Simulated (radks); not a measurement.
The numbers below are computed, except where a source is named.
Kr II, 35 electrons, occupied as [Ar] 3d10 4s2 4p4 7f1 (not the ground configuration). Code: a radial shooting solver on a logarithmic mesh with Libxc functionals. Model: scalar-relativistic Kohn-Sham, LDA (Slater exchange, Perdew-Wang correlation), spin-unpolarised, spherical densities, point nucleus.

X-ray form factor f0, the Fourier transform of the density (f0(0) = 35):

sin(theta)/lambda (1/angstrom),f0 (electrons)
0.05,33.556
0.1,32.274
0.15,30.440
0.2,28.415
0.25,26.414
0.3,24.570
0.4,21.439
0.5,18.841
0.6,16.538
0.8,12.619
1,9.761
1.25,7.579
1.5,6.385
2,5.054
